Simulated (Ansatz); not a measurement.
Basis-set series for `N=[CH][Al]([F])[SH]`. Total charge 0; spin multiplicity 1. All single points use the PBE0-D4/def2-TZVP geometry. It is one conformer, not always the lowest.

| functional | basis | functions | energy (Eh) | HOMO (eV) | LUMO (eV) |
| --- | --- | --- | --- | --- | --- |
| PBE0-D4 | def2-SVP | 93 | -834.41689 | -7.43 | -1.61 |
| PBE0-D4 | def2-TZVPP | 219 | -834.87629 | -7.57 | -1.79 |
| ωB97M-V | def2-SVP | 93 | -834.77532 | -9.67 | 0.52 |
| ωB97M-V | def2-TZVPP | 219 | -835.23953 | -9.83 | 0.25 |

Task: Give the rows for def2-QZVPP. (Estimate.)

Result: Ansatz gave: 
| functional | basis | functions | energy (Eh) | HOMO (eV) | LUMO (eV) |
| --- | --- | --- | --- | --- | --- |
| PBE0-D4 | def2-QZVPP | 401 | -834.90699 | -7.60 | -1.84 |
| ωB97M-V | def2-QZVPP | 401 | -835.26861 | -9.86 | 0.13 |

Positive LUMOs are unbound and depend on the basis.
